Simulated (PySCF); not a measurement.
## Ionisation energy of Gd by level of theory

Gd [Xe] 4f7 5d1 6s2 [4f5/2^6 4f7/2^1 5d3/2^1, M_J = 2] → Gd⁺ [Xe] 4f7 5d1 6s1 [4f5/2^6 4f7/2^1 5d3/2^1 6s1/2^1, M_J = 5/2], as a difference of total energies. All numbers are calculated (PySCF 2.14, the two-component X2C-1e Hamiltonian, in x2c-TZVPall-2c). Correlated levels: [Ar] 3d10 frozen; the 18 highest virtual spinors dropped. "Screened" scales the spin-orbit matrix elements by Boettger's factors to mimic the two-electron term; Breit and QED terms are absent.

| method | ionisation energy (eV) |
| --- | --- |
| GHF (spin-free) | 4.928 |
| GMP2 (spin-free) | 5.898 |
| GHF (screened spin-orbit) | 4.938 |
| GMP2 (screened spin-orbit) | 5.886 |

**Question.** How much does correlation contribute at GMP2 (screened spin-orbit)?

**Answer.** 5.886 − (4.938) = 0.948 eV, measured against GHF (screened spin-orbit).

The spin-free rows relax to the high-spin LS determinant and lack the spin-orbit shift.

The labels give the starting determinants; with spin-orbit coupling the two ends relaxed to ⟨J²⟩ = 9.47, ⟨L²⟩ = 6.76, ⟨S²⟩ = 20.39 and ⟨J²⟩ = 12.48, ⟨L²⟩ = 6.05, ⟨S²⟩ = 24.59.

MP2 underrates the near-degeneracy of ns² with np² in the lower species.

The determinant of Gd and of Gd⁺ mixes levels of different J (the jj label is only the starting occupation), so the difference between spin-free and spin-orbit rows is not the physical spin-orbit shift.

For comparison: 6.150 eV (measured; NIST Atomic Spectra Database, ionization energies).
